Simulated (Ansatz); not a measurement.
One change: `N=CC[SiH2][SiH3]` becomes `CC=N`.

Ansatz, PBE0-D4/def2-TZVP geometries, multiplicity 1. Each molecule was computed in one conformer, which needn't be the lowest.

```tsv
property	`N=CC[SiH2][SiH3]`
LUMO energy (B3LYP/def2-TZVPP) / eV	-0.69
HOMO–LUMO gap (PBE0/def2-TZVPP) / eV	7.15
HOMO–LUMO gap (ωB97M-V/def2-TZVPP) / eV	11.54
HOMO energy (B3LYP/def2-TZVPP) / eV	-7.38
HOMO–LUMO gap (PBE/def2-TZVPP) / eV	4.60
LUMO energy (ωB97M-V/def2-TZVPP) / eV	1.53
```

Problem. What does the change do to each property? (Best estimate.)

Solution. The calculation gave: 
```
                               property  `CC=N`  shift
    LUMO energy (B3LYP/def2-TZVPP) / eV   -0.25   0.44
   HOMO–LUMO gap (PBE0/def2-TZVPP) / eV    7.58   0.43
HOMO–LUMO gap (ωB97M-V/def2-TZVPP) / eV   12.29   0.75
    HOMO energy (B3LYP/def2-TZVPP) / eV   -7.33   0.05
    HOMO–LUMO gap (PBE/def2-TZVPP) / eV    4.87   0.27
  LUMO energy (ωB97M-V/def2-TZVPP) / eV    2.32   0.79
```

With PBE0 the HOMO rises by 0.05 eV and the LUMO rises by 0.50 eV, so the gap widens by about 0.45 eV. PBE moves the HOMO by 0.09 eV and ωB97M-V by 0.04 eV.

B3LYP here is the variant with VWN-RPA as its local correlation; programs differ in this.
